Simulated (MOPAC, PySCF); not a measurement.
Breaking a bond: SMILES BB. The B1–B4 bond (B1 also carries H, H; B4 carries H, H) is stretched with both fragments frozen at the PBE0/def2-TZVP optimised geometry.

Levels: AM1, restricted, heats of formation (MOPAC); UHF/3-21G = unrestricted Hartree-Fock/3-21G in PySCF; RHF/STO-3G = restricted Hartree-Fock/STO-3G in PySCF; UCCSD(T) = PySCF with CCSD(T) on UHF/def2-TZVP, 2 core orbitals frozen.

Energies relative to the lowest point of each curve near equilibrium, in eV; the last columns give the difference from UCCSD(T):

```tsv
R / Å	AM1	UHF/3-21G	RHF/STO-3G	UCCSD(T)	AM1 − UCCSD(T)	UHF/3-21G − UCCSD(T)	RHF/STO-3G − UCCSD(T)
1.30	0.622	2.376	2.451	2.039	-1.416	0.337	0.412
1.38	0.201	1.243	1.277	1.050	-0.849	0.193	0.228
1.45	0.030	0.616	0.623	0.509	-0.479	0.108	0.114
1.54	0.000	0.168	0.156	0.129	-0.129	0.039	0.027
1.56	0.017	0.110	0.098	0.082	-0.066	0.028	0.016
1.63	0.132	0.002	0.000	0.000	0.132	0.002	0.000
1.69	0.294	0.000	0.024	0.011	0.283	-0.011	0.013
1.74	0.470	0.047	0.106	0.064	0.406	-0.017	0.042
1.77	0.592	0.092	0.178	0.112	0.480	-0.019	0.067
1.87	1.074	0.310	0.520	0.333	0.742	-0.023	0.187
2.03	2.003	0.788	1.302	0.812	1.191	-0.024	0.490
2.18	2.908	1.302	2.193	1.321	1.586	-0.019	0.872
2.44	4.279	2.233	3.880	2.201	2.078	0.032	1.679
2.68	5.251	2.989	5.413	2.943	2.308	0.046	2.470
2.91	5.954	3.376	6.755	3.554	2.401	-0.178	3.201
3.26	6.700	3.639	8.460	4.252	2.448	-0.612	4.208
3.55	7.110	3.727	9.542	4.571	2.539	-0.844	4.971
3.97	7.503	3.775	10.628	4.734	2.769	-0.959	5.894
4.35	7.736	3.790	11.235	4.772	2.964	-0.983	6.463
4.85	7.950	3.797	11.703	4.786	3.163	-0.989	6.917
5.65	8.188	3.800	12.088	4.790	3.397	-0.990	7.298
```

AM1 is furthest from UCCSD(T) at 5.65 (3.397 eV, above); its mean absolute difference over the points is 1.516 eV.

UHF/3-21G is furthest from UCCSD(T) at 5.65 (-0.990 eV, below); its mean absolute difference over the points is 0.307 eV.

RHF/STO-3G is furthest from UCCSD(T) at 5.65 (7.298 eV, above); its mean absolute difference over the points is 2.170 eV.

The restricted form behind AM1, RHF/STO-3G keeps the bonding electrons paired and can't separate into open-shell fragments. The unrestricted determinant behind UHF/3-21G, UCCSD(T) is spin-contaminated at 2.68 to 5.65 Å (<S²> up to 1.0, against 0.00 for a pure singlet).
